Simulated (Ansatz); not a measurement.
`N[SiH]1C[SiH2]1` + H₂ → `C1[SiH2][SiH2]1` + NH₃ at 400 K and 1 bar (hydrogenolysis of the Si–N bond).

Computed with Ansatz on PBE0-D4/def2-TZVP structures; ΔE is electronic, products minus reactants. CCSD(T)/CBS adds triple-zeta CCSD(T) − MP2 to the extrapolated MP2 energy (def2 sets, frozen cores). This one scheme is used for every species. One conformer a species, not always the lowest.

```
          species  CCSD(T)/CBS energy (Eh)  H − E (kJ/mol)  S (J/(mol·K))
`N[SiH]1C[SiH2]1`               -675.11134           236.1          371.6
               H₂                 -1.17544            38.0          139.0
`C1[SiH2][SiH2]1`               -619.77066           180.7          317.8
              NH₃                -56.50880           104.2          203.1
```

H − E and S are ideal-gas, rigid-rotor, harmonic terms from PBE0-D4/def2-TZVP, for one conformer and one mirror image of each species. The MP2-based limit puts H₂ 0.8 mEh under its directly extrapolated value; such offsets cancel only in part. 1 Eh = 2625.50 kJ/mol, R = 8.31446 J/(mol·K).

Question: By hand: ΔE, ΔH, ΔS and ΔG.

Answer: ΔE = (-619.77066) + (-56.50880) − (-675.11134) − (-1.17544) = 0.00732 Eh = 19.2 kJ/mol. Δ(H − E) = 180.7 + 104.2 − 236.1 − 38.0 = 10.8, so ΔH = 30.0 kJ/mol. ΔS = 317.8 + 203.1 − 371.6 − 139.0 = 10.3 J/(mol·K). ΔG = 30.0 − 400 × (10.3)/1000 = 25.9 kJ/mol.

Question: By hand: the equilibrium constant, and the temperature at which ΔG would vanish if ΔH and ΔS stayed fixed.

Answer: log₁₀ K = −ΔG/(RT ln 10) = -3.4. ΔG = 0 at ΔH/ΔS = 2913 K, far beyond where these terms or the molecules hold.

The number of gas molecules stays the same, so ΔS is small and ΔH decides. A doubt of 5 kJ/mol in ΔE shifts log₁₀ K by 0.7 here. Other conformers and mirror images would add mixing entropy, several J/(mol·K) or more a flexible species. These are equilibria of isolated gas molecules and say nothing of rates. Largest T1 diagnostic: 0.013 (customary marks: 0.02 for closed shells, 0.045 for open ones).
